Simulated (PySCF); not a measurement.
Mo(NMe)(S)(F)2 (CH3F2MoNS), SMILES [N](=[Mo]([F])(=[S])[F])C, multiplicity 1. Atoms are numbered in the order given.

```xyz
9

Mo    -0.2501    -0.2563     0.0000
N     -0.3572     1.4656     0.0000
C      0.1397     2.7953     0.0000
H     -0.2119     3.3448    -0.9002
H      1.2553     2.7861     0.0000
H     -0.2119     3.3448     0.9002
S      1.8465    -0.6449     0.0000
F     -1.0117    -0.8568     1.5923
F     -1.0117    -0.8568    -1.5923
```
Charge 0, spin multiplicity 1.

Geometry optimised at PBE-D3(BJ)/def2-SVP. The multiplicity is an assumed one; no other spin state was optimised. The structure was generated by enumeration; whether it is a known compound was not checked. The def2 effective core potentials stand for the cores of Mo; spin–orbit coupling is left out.

These are PySCF with PBE/def2-TZVP values and carry that method's errors.

Isolated molecule, no solvent.

Computed frontier levels, gap, dipole moment and polarisability:
highest occupied level: -6.49 eV
lowest empty level: -3.57 eV
orbital gap: 2.92 eV
dipole moment: 2.87 D
quadrupole, principal values (traceless, Buckingham form, about the centre of nuclear charge): -7.16, -4.12, 11.27 D·Å
mean static polarisability: 82.7 bohr³ (12.25 Å³)
polarisability, principal values: 60.5, 81.9, 105.6 bohr³
